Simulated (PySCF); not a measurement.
Stepwise substitution at one centre (Ga H-Cl). All species are isolated molecules in the gas phase. Strings in code marks are SMILES.

The HOMO from two functionals at the same geometries (B3LYP-D3(BJ)/def2-TZVP), both in PySCF: PBE-D3(BJ)/def2-TZVP and B3LYP-D3(BJ)/def2-TZVP. B3LYP has the VWN-RPA correlation part, as in Gaussian. 

| species | PBE-D3(BJ)/def2-TZVP (eV) |
|---|---|
| 0 of 3 H replaced by Cl (`[GaH3]`) | -7.34 |
| 1 of 3 H replaced by Cl (`[GaH2][Cl]`) | -7.12 |
| 2 of 3 H replaced by Cl (`[Cl][GaH][Cl]`) | -7.73 |
| 3 of 3 H replaced by Cl (`[Cl][Ga]([Cl])[Cl]`) | -8.01 |

What does B3LYP-D3(BJ)/def2-TZVP give for each?


- 0 of 3 H replaced by Cl (`[GaH3]`): -8.41
- 1 of 3 H replaced by Cl (`[GaH2][Cl]`): -8.21
- 2 of 3 H replaced by Cl (`[Cl][GaH][Cl]`): -8.85
- 3 of 3 H replaced by Cl (`[Cl][Ga]([Cl])[Cl]`): -9.16
Over these rows, drawn at random from the members with no instability flagged (it was tested for open shells, ions and some series alone), PBE minus B3LYP-D3(BJ): mean +1.10 eV, from +1.07 eV to +1.14 eV.
